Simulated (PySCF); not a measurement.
**Two-component Hartree-Fock for Ir⁵⁹⁺ (iridium, charge +59)**

Start: [Ar]. Calculated with PySCF 2.14 in an even-tempered Gaussian basis (18 s from 18 bohr⁻², ratio 2.4; 14 p from 24 bohr⁻², ratio 2.4; 4 d from 86 bohr⁻², ratio 2.6; 4 f from 130 bohr⁻², ratio 2.6): generalised Hartree-Fock with the X2C-1e Hamiltonian and a Gaussian nucleus; one run each with spin-orbit coupling (SO) switched off, then screened by Boettger's factors.

```csv
spinor shell,electrons,"ε, spin-free (eV)","ε, screened SO (eV)",weight of nominal j (screened SO),"rms radius, screened SO (bohr)"
1s1/2,2,-81002.0,-80977.2,1.000,0.0197
2s1/2,2,-17867.1,-17859.8,1.000,0.0787
2p1/2,2,-16115.8,-17304.4,1.000,0.0666
2p3/2,4,-16115.8,-15643.9,1.000,0.0741
3s1/2,2,-6977.9,-6975.7,1.000,0.191
3p1/2,2,-6443.4,-6747.9,1.000,0.181
```

Where does 3p3/2 lie, and what is the 3p spin-orbit splitting (screened SO)?

At -6320.1 eV, 427.83 eV above 3p1/2.

```json
{"quantity": "E (hartree)", "spin-free": "-14139.60058", "screened SO": "-14163.61718"}
{"quantity": "M_J", "spin-free": "0", "screened SO": "0"}
{"quantity": "⟨J²⟩", "spin-free": "0.000", "screened SO": "0.000"}
{"quantity": "⟨L²⟩", "spin-free": "0.000", "screened SO": "0.066"}
{"quantity": "⟨S²⟩", "spin-free": "0.000", "screened SO": "0.066"}
```

Breit and QED terms are absent; they matter most for the inner s and p1/2 levels.

Densities and radii are taken from the X2C orbitals without a picture-change correction, which distorts them close to the nucleus.

Without spin-orbit coupling the j labels of p, d and f shells carry no meaning; the spin-free column gives the mean over the occupied spinors of each nl shell.
